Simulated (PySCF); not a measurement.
C3H7NSi, SMILES C#CCN[SiH3].

Geometry optimised at PBE0-D3(BJ)/def2-SVP. One conformer was computed; it need not be the lowest.

All values below come from SMD-PBE0/6-31G* (PySCF).

Solvation free energies are E(SMD) − E(gas) at the gas-phase geometry, for 1 M in both phases. In vacuum the dipole moment is 0.87 D.

Computed solvation free energies in water, acetone, tetrahydrofuran:
| solvent | ΔG(solv) (kcal/mol) | its non-electrostatic (CDS) part | dipole (D) |
|---|---|---|---|
| water | -1.6 | 4.7 | 1.12 |
| acetone | -5.1 | 0.7 | 1.10 |
| tetrahydrofuran | -4.1 | 0.9 | 1.06 |
